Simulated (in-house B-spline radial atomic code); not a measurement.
Values are calculated unless marked as measured or tabulated.
Making a Troullier-Martins d channel for In, r_c = 1.16 bohr

In, [Kr] 4d10 5s2 5p1, non-relativistic PBE, spherical and spin-unpolarised, from an all-electron radial atomic-structure program (B-spline basis) (atomic units). The all-electron 4d level is ε = -0.726892 hartree, its outermost node lies just inside 0.41 bohr and its outer maximum at 0.92 bohr.

Inside r_c the pseudo-orbital is u(r) = r^3 exp(p(r)), with p = c0 + c2 r² + c4 r⁴ + … + c12 r¹². The seven coefficients follow from p and its first four derivatives at r_c, from zero curvature of the screened potential at the origin, c4 = −c2²/(2l + 5), and from the norm inside r_c. At r_c the all-electron orbital has P = 0.9166411, P' = -0.5880609, the screened potential V = -3.603534, V' = 7.968476, V'' = -23.71025, and the norm inside is Q = 0.5634179.

Q: What are p, p' and p'' at r_c?

A: p = ln(P/r_c^3) = ln(0.9166411/1.5609) = -0.53230. p' = P'/P − 3/r_c = -0.64154 − 2.58621 = -3.22775. The radial equation gives p'' = 2(V − ε) − 2(3) p'/r_c − p'² = -5.75328 − (-16.69524) − 10.41834 = 0.52361. Differentiating, p''' = 2V' + 2(3)p'/r_c² − 2(3)p''/r_c − 2p'p'' = 2.2163, and p'''' = 2V'' − 4(3)p'/r_c³ + 4(3)p''/r_c² − 2(3)p'''/r_c − 2p''² − 2p'p''' = -15.641.

For a trial c2 the five matching conditions are linear in c0, c6, c8, c10 and c12, and c2 is varied until the norm inside r_c equals Q. The root nearest zero gives:

| n | c_n |
| --- | --- |
| 0 | 2.025052 |
| 2 | -2.182069 |
| 4 | -0.5290472 |
| 6 | 1.312526 |
| 8 | -0.8930552 |
| 10 | 0.2953035 |
| 12 | -0.03975477 |

Q: Check c4 and p(r_c), and find the screened pseudopotential at the origin.

A: −c2²/9 = -0.529047, as listed. The terms c_n r_c^n are 2.02505, -2.93619, -0.95791, 3.19783, -2.92781, 1.30271, -0.23599, which sum to -0.53230. Inverting the radial equation, V_l(r) = ε + 3 p'/r + (p'' + p'²)/2, so V_l(0) = ε + (2l + 3) c2 = -0.726892 + 7 × (-2.18207) = -16.0014 hartree, finite where the all-electron potential diverges.

Orbitals and screened potentials:

| r (bohr) | P | u | V all-electron | V pseudo |
| --- | --- | --- | --- | --- |
| 0.116 | -0.3336 | 0.01148 | -265.2 | -15.99 |
| 0.29 | -0.3907 | 0.1533 | -64.76 | -15.67 |
| 0.464 | 0.2374 | 0.4669 | -27.73 | -14.26 |
| 0.638 | 0.7419 | 0.793 | -14.68 | -11.46 |
| 0.812 | 0.9668 | 0.9729 | -8.677 | -8.105 |
| 0.986 | 0.9923 | 0.9925 | -5.438 | -5.374 |
| 1.16 | 0.9166 | 0.9166 | -3.604 | -3.604 |

Logarithmic derivatives P'/P at R = 1.46 bohr, for energies E around ε:

```tsv
E − ε (hartree)	all-electron	pseudo
-0.5	0.142364	0.141936
-0.25	-0.329442	-0.329592
-0.1	-0.684559	-0.684583
0	-0.963612	-0.963602
0.1	-1.28712	-1.28716
0.25	-1.88603	-1.88643
0.5	-3.40048	-3.40367
```

Q: With P(R) = 0.7149009 and a norm of 0.7652233 inside R, what slope in energy does norm conservation fix?

A: d(P'/P)/dE = −2 × (norm inside R)/P(R)² = -2.9945 per hartree·bohr at E = ε, for both atoms, since orbital and norm agree at R. Differences over ±0.1 hartree give -3.0128 (all-electron) and -3.0129 (pseudo), which also hold third-order terms. Half a hartree below ε the two curves differ by -0.0004.
